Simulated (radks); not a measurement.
Spherical quantum dot in the effective-mass picture: electrons in a parabolic well V = omega^2 r^2 / 2 with omega = 0.125, with a point charge +1 (a donor) at the centre, all in effective atomic units (hartree* = m*/eps^2 hartree, bohr* = eps/m* bohr), one dielectric constant everywhere. Method: non-relativistic Kohn-Sham, exchange-only LDA, spin-polarised, spherical densities; computed with a radial shooting solver with Libxc functionals. Levels are named by radial order and angular momentum (1s, 1p, 1d, 2s, ...), and open shells are averaged over m.

N = 27, configuration 1s2 1p6 1d10 2s2 1f(up 7, down 0). This is the lowest configuration that the search found. Occupied levels:

level,occupation,eigenvalue (hartree*),<r> (bohr*)
1s down,1,3.1114,2.811
1s up,1,3.1180,3.109
2s up,1,3.1711,8.121
1p up,3,3.1749,8.800
2s down,1,3.1932,7.695
1p down,3,3.1948,7.878
1d up,5,3.2042,9.459
1d down,5,3.2315,8.960
1f up,7,3.2408,9.959

Energy (hartree*): total 49.9325, kinetic 2.3710, external 13.032, Hartree 37.688, exchange-correlation -3.1581.
